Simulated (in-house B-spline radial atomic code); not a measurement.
The numbers below are computed, except where a source is named.
# Making a Troullier-Martins p channel for K, r_c = 1.31 bohr

K, [Ar] 4s1, non-relativistic LDA (VWN5), spherical and spin-unpolarised, from a B-spline radial code for spherical atoms (atomic units). The all-electron 3p level is ε = -0.693777 hartree, its outermost node lies just inside 0.46 bohr and its outer maximum at 1.16 bohr.

Inside r_c the pseudo-orbital is u(r) = r^2 exp(p(r)), with p = c0 + c2 r² + c4 r⁴ + … + c12 r¹². The seven coefficients follow from p and its first four derivatives at r_c, from zero curvature of the screened potential at the origin, c4 = −c2²/(2l + 5), and from the norm inside r_c. At r_c the all-electron orbital has P = 0.8642812, P' = -0.2622093, the screened potential V = -2.010589, V' = 3.424684, V'' = -8.008539, and the norm inside is Q = 0.4726034.

What are p, p' and p'' at r_c?

p = ln(P/r_c^2) = ln(0.8642812/1.7161) = -0.68591. p' = P'/P − 2/r_c = -0.30338 − 1.52672 = -1.83010. The radial equation gives p'' = 2(V − ε) − 2(2) p'/r_c − p'² = -2.63362 − (-5.58810) − 3.34927 = -0.39480. Differentiating, p''' = 2V' + 2(2)p'/r_c² − 2(2)p''/r_c − 2p'p'' = 2.3441, and p'''' = 2V'' − 4(2)p'/r_c³ + 4(2)p''/r_c² − 2(2)p'''/r_c − 2p''² − 2p'p''' = -10.234.

For a trial c2 the five matching conditions are linear in c0, c6, c8, c10 and c12, and c2 is varied until the norm inside r_c equals Q. The root nearest zero gives:

```
 n          c_n
 0    0.5093899
 2    -0.539644
 4  -0.04160224
 6   -0.2592618
 8    0.2543354
10  -0.08959108
12    0.0114002
```

Check c4 and p(r_c), and find the screened pseudopotential at the origin.

−c2²/7 = -0.0416022, as listed. The terms c_n r_c^n are 0.50939, -0.92608, -0.12252, -1.31029, 2.20586, -1.33345, 0.29118, which sum to -0.68591. Inverting the radial equation, V_l(r) = ε + 2 p'/r + (p'' + p'²)/2, so V_l(0) = ε + (2l + 3) c2 = -0.693777 + 5 × (-0.539644) = -3.3920 hartree, finite where the all-electron potential diverges.

Orbitals and screened potentials:

| r (bohr) | P | u | V all-electron | V pseudo |
| --- | --- | --- | --- | --- |
| 0.131 | -0.355 | 0.0283 | -99.29 | -3.394 |
| 0.328 | -0.2983 | 0.1688 | -26.24 | -3.456 |
| 0.524 | 0.1813 | 0.3912 | -12.11 | -3.68 |
| 0.721 | 0.5869 | 0.6328 | -6.81 | -3.92 |
| 0.917 | 0.8101 | 0.8124 | -4.292 | -3.712 |
| 1.114 | 0.8846 | 0.8844 | -2.868 | -2.875 |
| 1.31 | 0.8643 | 0.8643 | -2.011 | -2.011 |

Logarithmic derivatives P'/P at R = 1.61 bohr, for energies E around ε:

```
E − ε (hartree)  all-electron     pseudo
           -0.5      0.283035   0.281834
          -0.25     -0.115755  -0.116189
           -0.1     -0.408576  -0.408664
              0     -0.634476  -0.634476
            0.1     -0.891943  -0.892071
           0.25       -1.3567    -1.3578
            0.5      -2.46939   -2.47759
```

With P(R) = 0.7464944 and a norm of 0.6700695 inside R, what slope in energy does norm conservation fix?

d(P'/P)/dE = −2 × (norm inside R)/P(R)² = -2.4049 per hartree·bohr at E = ε, for both atoms, since orbital and norm agree at R. Differences over ±0.1 hartree give -2.4168 (all-electron) and -2.4170 (pseudo), which also hold third-order terms. Half a hartree below ε the two curves differ by -0.0012.
